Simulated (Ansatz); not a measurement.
Abridged output of a molecular run in Ansatz:

```
Functional definition: HF
1261 factors; integrals over basis functions are off by at most 1.2e-3 eV
mean field evaluation 1: about -20099.3007 eV, gradient 4.8e1 eV
mean field evaluation 2: about -20099.3071 eV, gradient 4.8e1 eV
mean field evaluation 4: about -20104.8147 eV, gradient 4.2e0 eV
mean field evaluation 8: about -20104.8783 eV, gradient 1.9e-4 eV
mean field -20104.87829888 eV, -738.8406499079 hartree, gradient 2.1e-6 eV, S^2 0.000000; 0 other end points of the search recorded, 0 dependent functions left out
13 core orbitals not correlated: weight in the atoms' cores, before any rotation towards them, 1.000 or more for the frozen orbitals, at most 0.000 for the correlated occupied ones
reference -20104.87829888 eV, -738.8406499079 hartree; 16, 16 occupied and 99, 99 virtual orbitals, 1261 factors
second order -18.62544959 eV of doubles, -0.00000000 eV of singles
cycle   1  -19.90597935 eV  change    -1.3e0 eV  update   9.7e-2
cycle   2  -20.43352210 eV  change   -5.3e-1 eV  update   3.0e-2
cycle   3  -20.54269171 eV  change   -1.1e-1 eV  update   1.4e-2
cycle   4  -20.54362916 eV  change   -9.4e-4 eV  update   3.5e-3
cycle   5  -20.54250154 eV  change    1.1e-3 eV  update   1.4e-3
cycle   6  -20.54239797 eV  change    1.0e-4 eV  update   4.8e-4
cycle   7  -20.54225786 eV  change    1.4e-4 eV  update   1.8e-4
cycle   8  -20.54223043 eV  change    2.7e-5 eV  update   5.9e-5
cycle   9  -20.54223748 eV  change   -7.0e-6 eV  update   2.0e-5
perturbative correction -0.50788925 eV, -0.0186645857 hartree
Total energy: -20125.92842561 eV, -739.6142277969 hartree
```

Its atoms:

Cartesian coordinates in Å:
```
C 1.2615 0.5844 -1.5317
Al -0.3639 0.1135 -0.5429
C -1.3490 1.4389 0.5248
O -1.2243 -1.2486 -1.1731
P 0.7337 -1.3375 1.3377
H 1.9801 1.1409 -0.9211
H 1.0179 1.2213 -2.3894
H 1.7716 -0.2983 -1.9291
H -2.0777 0.9869 1.2054
H -1.9055 2.1240 -0.1249
H -0.6773 2.0586 1.1282
H -2.1467 -1.3895 -0.9683
H 1.6872 -0.9174 2.2920
H -0.1343 -2.0060 2.2271
H 1.4266 -2.4712 0.8652
```

Question: Which basis set was used?
A. def2-SVP
B. def2-QZVPP
C. def2-TZVPP
D. def2-TZVPPD

Answer: A. It gives 128 functions.

Question: Write the keys of the input that set method, charge and spin (a neutral closed shell needs none for the last two).

Answer: 
```yaml
correlation: {method: ccsd_t}
```
